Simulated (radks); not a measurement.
Problem. Neutral calcium, configuration [Ar] 4s2 (the NIST ground configuration). Calculated with a radial shooting solver on a logarithmic mesh with Libxc functionals: Dirac Kohn-Sham, BLYP, spin-unpolarised, spherical densities, finite nucleus; Fermi nuclear charge, rms radius 3.4776 fm. Some entries of the table are withheld. Estimate them.

orbital  occ.  eigenvalue (eV)  <r> (bohr)
1s1/2       2        -3950.545         (1)
2s1/2       2              (2)      0.3644
2p1/2       2        -337.1809         (3)
2p3/2       4        -333.4883         (4)
3s1/2       2         -46.7680       1.156
3p1/2       2         -28.0092       1.268
3p3/2       4         -27.6225       1.276
4s1/2       2          -3.6143         (5)

Solution. 
(1) 1s1/2 <r> (bohr): 0.07684
(2) 2s1/2 eigenvalue (eV): -414.1440
(3) 2p1/2 <r> (bohr): 0.3261
(4) 2p3/2 <r> (bohr): 0.3287
(5) 4s1/2 <r> (bohr): 3.997
